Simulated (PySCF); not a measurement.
Ga(Br)3, Br₃Ga, SMILES [Br][Ga]([Br])[Br], B3LYP/def2-SVP optimised geometry.

```
4

Ga    -0.57     0.00     0.00
Br     1.72     0.00     0.00
Br    -1.71     1.98     0.00
Br    -1.72    -1.98     0.00
```

Density from B3LYP/def2-TZVP (PySCF) at that geometry.

Minimum of the electron density along straight lines between bonded atoms, close to the bond critical point (lines longer than 1.1 times the sum of covalent radii, or with two minima, are not listed):

```json
[
 {"bond": "Ga1–Br2", "length / Å": "2.287", "ρ at the minimum / e bohr⁻³": "0.087", "∇²ρ there / e bohr⁻⁵": "0.15", "position (fraction from the first atom)": "0.43"},
 {"bond": "Ga1–Br3", "length / Å": "2.287", "ρ at the minimum / e bohr⁻³": "0.087", "∇²ρ there / e bohr⁻⁵": "0.15", "position (fraction from the first atom)": "0.43"},
 {"bond": "Ga1–Br4", "length / Å": "2.287", "ρ at the minimum / e bohr⁻³": "0.087", "∇²ρ there / e bohr⁻⁵": "0.15", "position (fraction from the first atom)": "0.43"}
]
```
